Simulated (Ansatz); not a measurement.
Harmonic frequencies (cm⁻¹) at PBE0-D4/def2-TZVP from Ansatz: 50, 81, 105, 109, 123, 143, 164, 270, 345, 471, 493, 608, 626, 652, 726, 799, 844, 880, 937, 939, 1129, 1179, 1201, 1262, 1449, 1454, 1476, 1491, 1496, 2084, 2212, 2224, 2228, 2985, 3035, 3066, 3097, 3158, 3163.

Each molecule was computed in one conformer, which needn't be the lowest.

Problem. Which molecule is it?
A. `[CH3][GeH]([CH3])[Cl]`
B. `C[O][GeH]([F])[F]`
C. `[CH3][GeH]([SiH3])[Cl]`
D. `C[O][GeH]([CH3])[SiH3]`

Solution. D.
